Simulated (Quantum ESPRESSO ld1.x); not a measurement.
Values are calculated unless marked as measured or tabulated.
Er V, configuration [Kr] 4d10 4f10 5s1 5p6 5d1 (not the ground configuration). Code: ld1.x of Quantum ESPRESSO 7.5. Model: Dirac Kohn-Sham, LDA (Slater exchange, VWN5 correlation), spin-unpolarised, spherical densities, point nucleus; open shells fill j = l - 1/2 first.

Radial electron density D(r) = 4 pi r^2 rho(r):

| r (bohr) | D(r) (e/bohr) |
|---|---|
| 0.001504 | 10.25 |
| 0.002006 | 15.79 |
| 0.002676 | 23.76 |
| 0.003569 | 34.69 |
| 0.004722 | 48.22 |
| 0.006298 | 64.24 |
| 0.0084 | 79.92 |
| 0.0112 | 91.18 |
| 0.01482 | 94.13 |
| 0.01977 | 88.99 |
| 0.02637 | 83.37 |
| 0.03517 | 89.57 |
| 0.04654 | 108.6 |
| 0.06207 | 121.8 |
| 0.08279 | 109.5 |
| 0.1104 | 93.16 |
| 0.1461 | 102.8 |
| 0.1949 | 105.6 |
| 0.2599 | 69.42 |
| 0.3466 | 50.14 |
| 0.4586 | 59.39 |
| 0.6117 | 46.81 |
| 0.8159 | 23.66 |
| 1.088 | 13.58 |
| 1.44 | 8.247 |
| 1.92 | 3.103 |
| 2.561 | 0.6245 |
| 3.416 | 0.06738 |
| 4.52 | 0.003905 |

D(r) has 4 maxima, at r = 0.0141, 0.0626, 0.174, 0.474 bohr, and minima at 0.0272, 0.114, 0.338 bohr, inside which lie 2.01, 11.15, 29.64 electrons.
